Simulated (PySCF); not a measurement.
TDDFT excited states: C6H9NO2

Species: C6H9NO2.
Cartesian coordinates in Å at the GFN2-xTB level; atoms count from 1:
```xyz
18
C6H9NO2 angstrom
C      3.786    1.103    0.065
C      2.848    0.277    0.504
N      1.526    0.324    0.106
C      0.565   -0.541    0.573
O      0.818   -1.417    1.377
C     -0.768   -0.298    0.009
C     -1.791   -1.074    0.385
O     -3.068   -1.028    0.001
C     -3.443   -0.039   -0.934
H      3.574    1.883   -0.647
H      4.799    1.022    0.408
H      3.042   -0.511    1.218
H      1.270    1.037   -0.562
H     -0.876    0.510   -0.699
H     -1.620   -1.869    1.100
H     -4.509   -0.175   -1.108
H     -2.899   -0.163   -1.876
H     -3.261    0.964   -0.539
```

Level of theory: TDDFT PBE0/def2-SVPD, vertical, gas phase, core orbitals frozen in the response (PySCF 2.14.0, density-fitted response routines).

```csv
state,λ (nm),E (eV),f,symmetry,"main configurations (H = HOMO, L = LUMO)"
S1,255.3,4.86,0.0001,–,H-2→L (97%)
S2,247.6,5.01,0.521,A′,H→L (98%)
S3,218.1,5.69,0.312,A′,H-1→L (95%)
S4,212.0,5.85,0.0044,A″,"H→L+1 (83%), H→L+3 (14%)"
S5,190.3,6.51,0.0044,A″,"H-1→L+1 (53%), H→L+3 (31%)"
S6,185.8,6.67,0.0038,A″,"H→L+3 (42%), H→L+4 (24%), H-1→L+1 (18%)"
```

Triplets (Tamm–Dancoff): T1 3.60 eV, H→L (80%), H→L+2 (9%); T2 3.92 eV, H-1→L (82%), H→L+2 (9%).

The lowest singlet lies at 4.86 eV (255 nm, ultraviolet) and is dark (f under 0.0005); its leading configuration is HOMO-2→LUMO (97%). The most intense listed level is S2 at 5.01 eV (248 nm, f = 0.521), 0.15 eV above S1. Löwdin shares by element: HOMO carbon 49% or more, nitrogen 24%, oxygen 5% or more (atoms not listed hold the other 22%); LUMO carbon 51% or more, oxygen 11% or more (atoms not listed hold the other 38%). The oscillator strengths of these states sum to 0.846; summed over the whole spectrum of an exact calculation they would give the number of electrons, 68 (Thomas–Reiche–Kuhn). Orbital energies (eV): HOMO-3 -9.56, HOMO-2 -7.60, HOMO-1 -7.34, HOMO -6.58, LUMO -1.00, LUMO+1 0.35, LUMO+2 0.84. Of the 6 states listed, 2 reach f = 0.01 and 1 stays under 0.0005. Symmetry labels in Cs follow from the direction of the transition dipole and are given only for states with f of 0.002 or more. Singlets were solved by full linear response, triplets in the Tamm–Dancoff approximation.

One conformer stands for the species.
